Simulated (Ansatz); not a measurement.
H₈OSi₂Sn (`O[SiH2][SiH2][SnH3]`), charge 0, multiplicity 1.

(1) Give a relaxed structure at PBE0-D4/def2-TZVP (Ansatz). (Estimate.)

Results:

(1) The calculation gave: 
Z-matrix (Å, degrees):
```
Si
Si 1 2.344
O 1 1.652 2 109.8
H 1 1.492 2 107.8 3 -121.9
H 1 1.483 2 113.1 3 117.8
Sn 2 2.566 1 105.6 3 47.6
H 2 1.489 1 111.8 3 -70.2
H 2 1.489 1 112.4 3 167.1
H 3 0.960 1 117.2 2 -49.3
H 6 1.707 2 111.9 1 88.6
H 6 1.706 2 113.7 1 -147.5
H 6 1.719 2 107.9 1 -28.7
```
This is one stationary point; other conformers may exist.
